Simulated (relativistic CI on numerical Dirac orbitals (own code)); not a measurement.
**Eu3+: 4f valence photoemission**

Computed with this model: Dirac-Coulomb-Breit CI, separate exchange-only KLI orbitals for each configuration, a model potential for QED, valence Slater integrals scaled by 0.7, multiplet model of photoemission in the sudden approximation; configurations [Xe] 4f6 → [Xe] 4f5; 300 K; Lorentzian 0.15 eV and Gaussian 0.3 eV FWHM. Energies are those of the free ion, without screening or charge transfer. The energies are binding energies and can lie tens of eV above those of solids. S is read from ⟨S²⟩ = S(S + 1).

free ion: ground-state S = 2.91, centroid 40.76 eV. Peaks (eV, height): 40.0 (100), 40.9 (67), 42.8 (11), 43.4 (15).

Strongest unbroadened transitions for free ion:

```tsv
Energy (eV)	Relative strength
39.90	25.8
39.96	97.4
40.07	26.6
40.13	100.0
40.26	12.8
40.77	10.2
40.83	12.3
40.89	92.6
40.97	15.4
41.03	21.8
41.16	1.8
42.75	4.9
42.81	16.7
43.37	6.8
43.42	22.9
43.68	1.3
44.01	1.5
44.07	4.7
```
